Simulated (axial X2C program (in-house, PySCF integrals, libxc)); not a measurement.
# Levels of InS by electron attachment to InS⁺ (EOM-EA-CCSD)

Calculated with an axial X2C code built on PySCF integrals: two-component X2C with atomic mean-field Coulomb and Gaunt terms, Gaussian nuclei, basis In dyall-acv3z, S dyall-av3z with contracted cores.

R = 2.283 Å (near the PBE0 minimum at charge 0 of the determinant lowest at the starting distance; the state shown can have its own minimum elsewhere).

Hartree–Fock spinors of InS⁺ (one of each Kramers pair; a window near the gap, which can cut inner shells):

```
  ω  occupied  ε (eV)                     character
1/2       yes  -29.66    70% S s, 10% In d, 8% In p
1/2       yes  -17.98     49% In s, 38% S p, 6% S s
1/2       yes  -15.71     81% S p, 8% In p, 5% In d
3/2       yes  -15.66     82% S p, 8% In p, 5% In d
1/2        no   -8.25   39% In p, 37% S p, 19% In s
1/2        no   -4.85     72% In p, 9% In d, 9% S d
3/2        no   -4.69    72% In p, 10% In d, 9% S d
1/2        no   -2.66   50% In p, 32% In s, 9% In d
1/2        no   -2.38  54% In s, 22% In d, 13% In p
1/2        no   -1.77     90% In p, 5% S p, 3% In d
```

Levels of InS obtained by attaching an electron to InS⁺:

```csv
Ω,binding energy (eV),above lowest (cm⁻¹),attached spinor,one-particle weight
1/2,9.019,0,"40% S pσ, 36% In pσ, 19% In sσ",0.95
1/2,5.497,28407,"72% In pπ, 9% S dπ, 8% In dπ",0.79
3/2,5.321,29828,"72% In pπ, 9% S dπ, 9% In dπ",0.92
1/2,3.585,43830,"48% In pσ, 28% In dσ, 10% S pσ",0.64
```

What is the splitting of the first π pair in the table, and is it regular or inverted?

E(3/2) − E(1/2) = 29828 − 28407 = 1421 cm⁻¹ at EOM-EA-CCSD: regular, Ω = 1/2 lower. Splittings at this level can be off by ten to twenty per cent.

This point took 32 s on 1 thread of Arm Neoverse V2, with other jobs on the host.

Reference electrons by ω block (each with its −ω partner): 1/2: 21, 3/2: 9, 5/2: 2. 18 electrons of InS⁺ correlated (inner shells frozen), 84 natural virtual spinors (a truncated set); levels can be off by some tenths of an eV. Roots sought by Ω: (1/2: 5, 3/2: 4, 5/2: 2, 7/2: 1); rows need 60 % one-particle weight and stop where some Ω has no more roots. Missing are any skipped roots, higher Ω and states of a further excitation; these come out far too high here and may in truth be low or lowest. T1 of the reference 0.025 (Lee–Taylor). The reference was not checked to be the lowest state of its species. Number of frozen shells: In 4 s, 3 p, 1 d; S 2 s, 1 p. Large amplitudes in the reference (orbital relaxation or multireference character) lower the reliability.
